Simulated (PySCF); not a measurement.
**Excitation energy of Au+ by level of theory**

Au+ [Xe] 4f14 5d10 (1S) → Au+ [Xe] 4f14 5d9 6s1 (3D), as a difference of total energies. Computed with PySCF 2.14 in def2-QZVPPD with the def2 core potential (60 electrons) (7s5p4d4f2g, 88 functions), with a scalar-relativistic core potential. Correlated levels: valence: 5s2 5p6 frozen. The calculations carry no spin-orbit coupling.

```tsv
method	excitation energy (cm⁻¹)
UHF	16971
MP2 (valence)	21823
SCS-MP2 (valence)	22367
CCSD (valence)	20581
CCSD(T) (valence)	20958
```
